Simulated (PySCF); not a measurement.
tosylate (C7H7O3S), SMILES Cc1ccc(S(=O)(=O)[O-])cc1, charge -1.

Geometry: PBE0-D3(BJ)/def2-SVPD. The values are those of a single conformer.

Calculation: PySCF with PBE/def2-SVPD.

```yaml
total_energy: -893.66404 hartree
highest_occupied_level: -1.06 eV
lowest_empty_level: 1.95 eV
orbital_gap: 3.01 eV
dipole_moment_about_the_centre_of_nuclear_charge: 10.25 D
```
